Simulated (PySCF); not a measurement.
## Ionisation energy of Mo³⁶⁺ by level of theory

Mo³⁶⁺ [He] 2s2 2p2 [2p1/2^2, M_J = 0] → Mo³⁷⁺ [He] 2s2 2p1 [2p1/2^1, M_J = 1/2], as a difference of total energies. Calculation: PySCF 2.14, in an even-tempered Gaussian basis (17 s from 16 bohr⁻², ratio 2.4; 12 p from 20 bohr⁻², ratio 2.4; 5 d from 69 bohr⁻², ratio 2.6; 4 f from 100 bohr⁻², ratio 2.6); the two-component X2C-1e Hamiltonian. Correlated levels: nothing frozen; the 32 highest virtual spinors dropped. "Screened" scales the spin-orbit matrix elements by Boettger's factors to mimic the two-electron term; Breit and QED terms are absent.

```json
{"method": "GHF (spin-free)", "ionisation energy (eV)": "5033.2"}
{"method": "GMP2 (spin-free)", "ionisation energy (eV)": "5032.9"}
{"method": "GHF (screened spin-orbit)", "ionisation energy (eV)": "5094.1"}
{"method": "GMP2 (screened spin-orbit)", "ionisation energy (eV)": "5096.5"}
```

Task: How much does correlation contribute at GMP2 (screened spin-orbit)?

Result: 5096.5 − (5094.1) = 2.4 eV, measured against GHF (screened spin-orbit).

For this ion Breit and QED terms and the two-electron picture change, all absent here, outweigh the correlation shift from GHF to GMP2.

The spin-free rows relax to the high-spin LS determinant and lack the spin-orbit shift.

The labels give the starting determinants; with spin-orbit coupling the two ends relaxed to ⟨J²⟩ = 0.00, ⟨L²⟩ = 1.33, ⟨S²⟩ = 1.33 and ⟨J²⟩ = 0.75, ⟨L²⟩ = 2.00, ⟨S²⟩ = 0.75.

For comparison: 5084 ± 6 eV (semi-empirical (NIST evaluation); NIST Atomic Spectra Database, ionization energies).
